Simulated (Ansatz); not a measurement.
Species: C$_{3}$H$_{10}$BSi (charge -1, singlet). It need not be the lowest isomer of its formula. Whether it binds its extra electron was not tested at this geometry. 
Coordinates optimised at B3LYP-D3(BJ)/def2-TZVP (Ansatz, an electronic-structure program):
```xyz
15

C      2.3525    -0.6146    -0.2103
Si     0.8804     0.6376    -0.3494
B     -0.8507     0.0242     0.1811
C     -2.0337     1.0432     0.5491
C     -1.3116    -1.5058     0.0319
H      2.7615    -0.6868     0.8027
H      3.1775    -0.3626    -0.8837
H      1.9979    -1.6107    -0.4935
H      1.3505     1.9072     0.3223
H     -2.8842     0.9661    -0.1458
H     -2.4403     0.7969     1.5418
H     -1.7258     2.0925     0.5776
H     -0.5205    -2.1883    -0.2931
H     -1.6788    -1.8761     1.0012
H     -2.1540    -1.6228    -0.6669
```
Charge -1, spin multiplicity 1.

Basis-set convergence of Hartree-Fock and CCSD correlation energies (hartree) with Ansatz. Cores are frozen in the correlated levels unless marked. Spin-orbit coupling is left out. Non-relativistic.

The Hartree-Fock reference is unstable (checked in the largest basis), which strains HF and MP2. 

```json
[
 {"basis": "aug-cc-pV(D+d)Z", "functions": "214", "E(HF)": "-433.03052", "E(corr, CCSD)": "-0.74977"},
 {"basis": "aug-cc-pV(T+d)Z", "functions": "469", "E(HF)": "___", "E(corr, CCSD)": "___"}
]
```

Some entries are withheld; supply them.


- aug-cc-pV(T+d)Z, E(HF): -433.07800
- aug-cc-pV(T+d)Z, E(corr, CCSD): -0.86439
